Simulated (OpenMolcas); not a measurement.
Co2+: ligand-field states by method

Co2+ with 6 ligands (oxide) in octahedral coordination (Oh) at 2.12 Å. A charge of +1.67 e stands 3.2 Å behind each ligand. Ligand basis ANO-RCC-VDZP.

```json
{"Program": "OpenMolcas 26.06", "Basis": "ANO-RCC-VTZP [6s5p3d2f1g]", "Scalar Hamiltonian": "DKH2, point nucleus", "Active space": "7 electrons in 5 orbitals (3d)", "State averaging": "2S+1 = 4 even, 10 roots; 2S+1 = 2 even, 40 roots", "Spin-orbit coupling": "RASSI with atomic mean-field integrals over the reference wave functions"}
```

I. CASSCF
II. SS-CASPT2, IPEA 0.25 Eh, imaginary shift 0.1 Eh (closed shells correlated: 3s 3p and the ligand valence shells)

Spin-free states (labels of O, the rotations of Oh) in cm-1, each column counted from its own energy of the first state listed:

```csv
State,Degeneracy,I,II
4T1,3,0,0
4T2,3,4614,5230
4A2,1,10126,11160
2E,2,16099,13380
2T2,3,19665,15720
2T1,3,19839,16150
4T1,3,21877,17130
2A1,1,22904,18450
2T1,3,25176,18940
2T2,3,27102,20270
2T1,3,27651,23450
2E,2,29485,24600
2E,2,31965,26820
2T1,3,32052,27730
2T2,3,32144,26450
2T2,3,45317,34910
2T1,3,45736,36420
2A2,1,46672,37130
2T2,3,69882,55130
2E,2,70303,57080
```

From I to II, I's first state of the same spin (4T2) moves from 4614 to 5230 cm-1, by about +610 cm-1.

From I to II, I's first state of another spin (2E) moves from 16099 to 13380 cm-1, by about -2700 cm-1.

I: A least-squares ligand-field fit to the states below 45000 cm-1, each weighted by its degeneracy and with a free common offset, gives 10Dq = 5477 cm-1, B = 1206 cm-1 and C = 4449 cm-1 (C/B = 3.69), with an rms deviation of 50 cm-1. The same method and metal basis give the free ion B = 1229 cm-1 (fit to its terms below 60000 cm-1, rms deviation 20 cm-1), so the nephelauxetic ratio is β = 1206 / 1229 = 0.98; it hangs on how both fits weigh the states, and computed free-ion B values tend to be too large, so β mixes covalency with correlation.

χT at 300 K: I 3.70, II 3.66 cm3 K/mol.

Roots that are degenerate in the reference are averaged as groups; the widest CASPT2 spread within a group is 85 cm-1 (the 2-fold group of multiplicity 2 near 24600 cm-1 above the lowest state of its run, II). Shifts and gaps below about the spread of the groups concerned are not significant. Over all roots computed the reference weight is 0.47 to 0.50 in II; a low but even weight reflects the number of correlated electrons. An orbital triplet at a regular site is open to Jahn-Teller coupling, which can distort the site and quench the lowest spin-orbit gaps and is left out. The oxide ions are held by bare point charges, a crude embedding. Ligand-to-metal charge-transfer states are missing. With oxide or sulfide held by bare charges the field of late divalent 3d ions can come out several times too small, and g and χT far too large. Without dynamic correlation the repulsion within the d shell is too large (B by tens of per cent), so at a given field states of lower spin stand too high (holds for I). With no ligand orbital active B as a rule stays too high, so bands that hang on it stand too high and its fall with covalency is understated (holds for I). With metal d orbitals alone and no dynamic correlation the field as a rule comes out too small, by tens of per cent, by up to half for chloride and softer ligands, and with too little covalency χT stands high (holds for I). A single d shell leaves out the double-shell effect, which counts most for late 3d ions, where the CASPT2 field can be off either way by tens of per cent (holds for II). These CASPT2 states fit no ligand-field parameters well, so their order and spin gaps are uncertain (holds for II). For late 3d ions with one d shell CASPT2 can put B and the spin-flip bands somewhat low as well as high (holds for II). With one d shell and no ligand orbital active, 10Dq can be off by tens of per cent for divalent 3d ions, low with halides held by bare charges and at times high in hosts (holds for II). Free-ion shares, where given, are those of the reference states; single-state CASPT2 does not remix them (holds for II). No measured value stands beside these numbers; the geometry is a model, was not optimised and need not be the one that this ion takes.
